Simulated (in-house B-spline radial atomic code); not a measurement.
Values are calculated unless marked as measured or tabulated.
**Weak and strong correlation along the adiabatic connection**

Two-electron singlets in several external potentials (atomic units), by full CI in B-splines with partial waves to l = 8 (correlation energies up to 0.6 % small). The repulsion is scaled by λ at fixed density; W(λ) is the mean repulsion less the Hartree energy, W(0) = E_x, and the area under W from 0 to 1 is E_xc.

One system gave this curve:

```json
{"λ": "0", "W (hartree)": "-0.37206"}
{"λ": "0.02", "W (hartree)": "-0.37402"}
{"λ": "0.05", "W (hartree)": "-0.37688"}
{"λ": "0.12", "W (hartree)": "-0.38314"}
{"λ": "0.25", "W (hartree)": "-0.39344"}
{"λ": "0.4", "W (hartree)": "-0.40352"}
{"λ": "0.6", "W (hartree)": "-0.41461"}
{"λ": "0.8", "W (hartree)": "-0.42364"}
{"λ": "1", "W (hartree)": "-0.43111"}
{"λ": "1.4", "W (hartree)": "-0.44273"}
{"λ": "2", "W (hartree)": "-0.4549"}
{"λ": "3", "W (hartree)": "-0.46781"}
{"λ": "4.5", "W (hartree)": "-0.47924"}
{"λ": "7", "W (hartree)": "-0.48992"}
{"λ": "10", "W (hartree)": "-0.49725"}
```

Which system is it?
A. −V exp(−r²/w²), V = 8.29, w = 3.15
B. −Z exp(−kr)/r, Z = 2.81, k = 0.347
C. −Z exp(−kr)/r, Z = 6.24, k = 1.5
D. −V exp(−r²/w²), V = 1.52, w = 5.33

D. The exchange energy sets the size: −V exp(−r²/w²), V = 1.52, w = 5.33: E_x = -0.372, E_c = -0.0348; −Z exp(−kr)/r, Z = 6.24, k = 1.5: E_x = -3.5, E_c = -0.0453; −Z exp(−kr)/r, Z = 2.81, k = 0.347: E_x = -1.5, E_c = -0.0433; −V exp(−r²/w²), V = 8.29, w = 3.15: E_x = -0.808, E_c = -0.0414 hartree.
